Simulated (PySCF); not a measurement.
Computed spin Hamiltonian

Species: C4H3F3NO2 (doublet state).
Numbering: `[O:1]=[CH:2][NH:3]/[CH:4]=[C:5]/[O:6][C:7]([F:8])([F:9])[F:10]` (hydrogens: H11 on C2; H12 on N3; H13 on C4)

Structure used (GFN2-xTB), in Å, numbered top down from 1:
```xyz
13
C4H3F3NO2 angstrom
O      1.9350    1.2316   -0.9638
C      2.4278    0.4794   -0.1511
N      1.7254   -0.5109    0.4224
C      0.3777   -0.6215    0.0518
C     -0.0446    0.1445   -0.9329
O     -1.2745    0.3906   -1.4489
C     -2.3323    0.2555   -0.6575
F     -2.5651   -1.0229   -0.2948
F     -2.2383    0.9345    0.4955
F     -3.4206    0.6808   -1.2818
H      3.4735    0.5511    0.1791
H      2.1219   -1.1500    1.0924
H     -0.1902   -1.3622    0.6107
```

The hyperfine couplings belong to this conformer and change with its torsions.

Level of theory: PySCF 2.14.0, UKS B3LYP, pcH-1 on C F H N O, non-relativistic, mean-field spin-orbit, GIAO. Geometry: GFN2-xTB, one conformer, isolated molecule. The geometry wasn't refined by DFT: couplings that depend on bond lengths, twists or pyramidal angles can differ widely from those at the functional's own minimum. Stability of the SCF solution: not tested.

| Quantity | Value |
| --- | --- |
| g1, g2, g3 | 2.00164, 2.00223, 2.00322 |
| g_iso | 2.00237 |
| Form of g | rhombic: the two nearest values differ by 37 % of g3 − g1 |
| ⟨S²⟩ | 0.7601 (exact 0.7500) |
| HOMO–LUMO gap, α and β orbitals | 5.21, 4.62 eV |
| Total energy | -658.88614 Eh |

Hyperfine couplings atom by atom, in mT; T1 to T3 are the principal values of the dipolar part; ρ(0) is the spin density at the nucleus (MHz turned into mT with g_iso):

| atom | isotope | a_iso | T1 | T2 | T3 | Mulliken spin population | ρ(0) (bohr⁻³) |
| --- | --- | --- | --- | --- | --- | --- | --- |
| O1 | 17O | -3.21 | -2.00 | 1.00 | 1.01 | 0.12 | 0.1484 |
| C2 | 13C | -0.41 | -0.16 | 0.01 | 0.15 | -0.03 | -0.0102 |
| N3 | 14N | -0.14 | -0.08 | -0.01 | 0.10 | 0.01 | -0.0118 |
| C4 | 13C | 0.75 | -0.65 | -0.06 | 0.71 | -0.10 | 0.0187 |
| C5 | 13C | 24.86 | -2.68 | -1.77 | 4.44 | 0.87 | 0.6198 |
| O6 | 17O | -4.71 | -0.60 | 0.25 | 0.35 | 0.02 | 0.2177 |
| C7 | 13C | 1.95 | -0.17 | -0.13 | 0.30 | 0.03 | 0.0487 |
| F8 | 19F | 0.90 | -0.37 | -0.29 | 0.67 | 0.00 | 0.0060 |
| F9 | 19F | -0.11 | -0.11 | -0.01 | 0.12 | 0.00 | -0.0007 |
| F10 | 19F | 0.35 | -0.28 | -0.26 | 0.54 | 0.00 | 0.0023 |
| H11 | 1H | 1.33 | -0.08 | -0.04 | 0.12 | 0.02 | 0.0083 |
| H12 | 1H | -0.14 | -0.11 | -0.05 | 0.16 | 0.00 | -0.0009 |
| H13 | 1H | 3.25 | -0.19 | -0.04 | 0.23 | 0.05 | 0.0204 |

Largest spin populations (Mulliken): C5 (+0.87), O1 (+0.12) and C4 (-0.10). No atom but C5 exceeds +0.15. The positive populations add up to 1.13 and the negative ones to -0.13, together 2S = 1.

Under fast tumbling the dipolar parts average out, and these isotropic splittings remain: 1 × 1H (H13, I = 1/2, 2 lines) with 3.25 mT, 1 × 1H (H11, I = 1/2, 2 lines) with 1.33 mT, 3 × 19F (F8/F9/F10, I = 1/2, 4 lines) with 0.38 mT, 1 × 1H (H12, I = 1/2, 2 lines) with 0.14 mT and 1 × 14N (N3, I = 1, 3 lines) with 0.14 mT.

Nuclei that the bonding pattern makes equivalent are averaged, as if the motion that swaps them (rotation, inversion, ring flip) were fast. The three 19F nuclei of mean +10.7 MHz run from -2.9 to 25.3 MHz in the frozen geometry.

The 13C coupling of C5 (696.8 MHz) shows only in satellite lines or after enrichment, since that isotope makes up about 1.07 % of natural carbon.

The 17O coupling of O6 (-131.9 MHz) shows only in satellite lines or after enrichment, since that isotope makes up about 0.038 % of natural oxygen.

The spin density at the nucleus, in bohr⁻³, is negative for N3 (-0.0118) and C2 (-0.0102), for instance. A restricted open-shell determinant has no negative spin density anywhere; here it arises because α and β orbitals differ (spin polarisation).
